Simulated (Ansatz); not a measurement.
`FC(F)(F)c1ccc(-c2ccc(-c3ccc(C(F)(F)F)o3)o2)o1`. Charge 0, multiplicity 3. Geometry r2SCAN-D4/def2-SVP, that of the neutral singlet; atoms count from 1.

```xyz
29

F     4.2859   -1.5092    2.5484
C     3.7929   -2.6881    2.1319
F     4.2999   -3.6523    2.9141
F     4.2498   -2.8795    0.8826
C     2.3086   -2.7264    2.1956
C     1.4322   -3.5300    2.8764
C     0.1321   -3.0709    2.5261
C     0.3172   -2.0149    1.6525
C    -0.5994   -1.1553    0.9638
C    -1.9805   -1.0894    0.9394
C    -2.3158   -0.0223    0.0681
C    -1.1172    0.4956   -0.3839
C    -0.7895    1.5667   -1.2732
C     0.4086    2.0833   -1.7256
C     0.0704    3.1547   -2.6005
C    -1.2983    3.2102   -2.6158
C    -2.2616    4.0946   -3.3217
F    -3.0851    3.4018   -4.1274
F    -3.0423    4.7755   -2.4648
F    -1.5921    4.9815   -4.0715
O    -1.8318    2.2530   -1.8158
O    -0.0758   -0.1908    0.1586
O     1.6462   -1.8065    1.4525
H     1.6952   -4.3476    3.5444
H    -0.8226   -3.4639    2.8698
H    -2.6649   -1.7355    1.4861
H    -3.3073    0.3336   -0.2038
H     1.3997    1.7263   -1.4543
H     0.7454    3.8060   -3.1520
```

Single mean-field runs in def2-TZVP are fitted with def2-universal-jkfit. At PBE0-D4/def2-TZVP a singlet of charge 0 lies 2.30 eV below the triplet at the same geometry.

Problem. Estimate the Mulliken populations from the PBE0/def2-TZVP orbitals of Ansatz.

Solution. 
```
atom  charge (e)  spin (α − β)
  F1       -0.15          0.01
  C2        0.42         -0.01
  F3       -0.16          0.00
  F4       -0.15          0.01
  C5        0.02          0.31
  C6       -0.12         -0.13
  C7       -0.27          0.32
  C8        0.19         -0.04
  C9        0.28          0.39
 C10       -0.19          0.14
 C11       -0.22          0.08
 C12        0.28          0.39
 C13        0.21         -0.06
 C14       -0.28          0.31
 C15       -0.11         -0.13
 C16        0.03          0.28
 C17        0.43         -0.01
 F18       -0.15          0.01
 F19       -0.15          0.01
 F20       -0.15          0.00
 O21       -0.22          0.04
 O22       -0.23          0.07
 O23       -0.20          0.04
 H24        0.15          0.01
 H25        0.14         -0.02
 H26        0.14         -0.01
 H27        0.15         -0.01
 H28        0.15         -0.02
 H29        0.15          0.00
```
Mulliken values depend strongly on the basis.

Problem. Where does the spin sit?

Solution. Summed by element: F 0.03, C 1.86, O 0.15, H -0.04, of 2 unpaired in all. Largest on single atoms: C12 0.39, C9 0.39, C7 0.32.

Problem. And the Mayer bond orders between heavy atoms (over 0.3)?

Solution. F1–C2 1.17 (1.34 Å); C2–F3 1.16 (1.34 Å); C2–F4 1.17 (1.34 Å); C2–C5 1.05 (1.49 Å); C5–C6 1.48 (1.37 Å); C5–O23 1.12 (1.36 Å); C6–C7 1.34 (1.42 Å); C7–C8 1.30 (1.38 Å); C8–C9 1.25 (1.43 Å); C8–O23 1.05 (1.36 Å); C9–C10 1.17 (1.38 Å); C9–O22 1.05 (1.36 Å); C10–C11 1.54 (1.42 Å); C11–C12 1.19 (1.38 Å); C12–C13 1.23 (1.43 Å); C12–O22 1.08 (1.36 Å); C13–C14 1.34 (1.38 Å); C13–O21 1.06 (1.36 Å); C14–C15 1.31 (1.42 Å); C15–C16 1.49 (1.37 Å); C16–C17 1.05 (1.49 Å); C16–O21 1.12 (1.36 Å); C17–F18 1.17 (1.34 Å); C17–F19 1.17 (1.34 Å); C17–F20 1.16 (1.34 Å).
